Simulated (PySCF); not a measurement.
BaF, SMILES [F][Ba], multiplicity 2. Atoms are numbered in the order given.

```xyz
2

Ba     0.0000     0.0000    -0.3015
F      0.0000     0.0000     1.8761
```
Charge 0, spin multiplicity 2.

Geometry: B3LYP-D3(BJ)/def2-TZVPD. The spin state was assumed, not searched. The def2 effective core potentials stand for the cores of Ba; spin–orbit coupling is left out.

Computed with PySCF with r2SCAN/def2-TZVPD.

The molecule is in vacuum.

Estimate the frontier levels, dipole moment and polarisability. (An estimate is asked for; the answer gives what the named calculation found.)


| Quantity | Result |
|---|---|
| α spin, highest occupied and lowest empty level | -3.04 and -1.43 eV |
| β spin, highest occupied and lowest empty level | -7.87 and -1.89 eV |
| dipole moment | 3.16 D |
| mean static polarisability | 262.5 bohr³ (38.90 Å³) |
| polarisability, principal values | 186.3, 300.6, 300.6 bohr³ |
| ⟨S²⟩ | 0.751 (pure state 0.75) |
